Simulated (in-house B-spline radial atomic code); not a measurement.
The numbers below are computed, except where a source is named.
**Ghost states of the separable form: Rh**

Rh, [Kr] 4d8 5s1, non-relativistic PBE, spherical and spin-unpolarised, from a B-spline radial code for spherical atoms (atomic units; all potentials screened as in the neutral atom).

Troullier-Martins channels: 5s (ε = -0.1446, r_c = 3.076 bohr), 4d (ε = -0.2318, r_c = 1.332 bohr). In the Kleinman-Bylander form one channel serves as the local potential, and each other channel l becomes |δV u><u δV|/<u|δV|u>, with δV = V_l − V_local and u the pseudo-orbital. Its strength is E_KB = <u|δV²|u>/<u|δV|u>. By the analysis of Gonze, Stumpf and Scheffler a spurious state lies below the reference level ε if E_KB > 0 and ε is above the second level of the local potential alone, or if E_KB < 0 and ε is above its first. The table's levels are those of angular momentum l in a sphere of 9 bohr, whose wall can lift a shallow ε a little above its free-atom value.

```json
{"local": "s", "channel": "d", "<u δV u>": "-3.127", "<u δV² u>": "18.626", "ε": "-0.2318", "first local level": "0.0998", "second local level": "0.3446"}
{"local": "d", "channel": "s", "<u δV u>": "0.20341", "<u δV² u>": "0.77222", "ε": "-0.1432", "first local level": "-6.3224", "second local level": "-0.8808"}
```

Apply the rule to each row.

Local s, channel d: E_KB = -5.96, so ε = -0.2318 is set against 0.0998: no ghost. Local d, channel s: E_KB = +3.8, so ε = -0.1432 is set against -0.8808: a ghost.

Diagonalising the separable Hamiltonian gives:

```tsv
local	channel	three lowest levels	all-electron, two lowest valence levels
s	d	-0.2318, 0.1235, 0.4173	-0.2318, 0.1222
d	s	-4.1816, -0.1432, 0.1163	-0.1432, 0.1173
```

Which choices of local channel are safe?

Free of ghosts: s. With d local the s channel has a ghost 4.04 hartree below ε, since the local potential binds more than one state below ε, and a repulsive term of rank one raises each level at most to the next, so it clears only one of them. Among the safe choices the second level, which tests transfer, is off by at most 1.2 millihartree (s local).
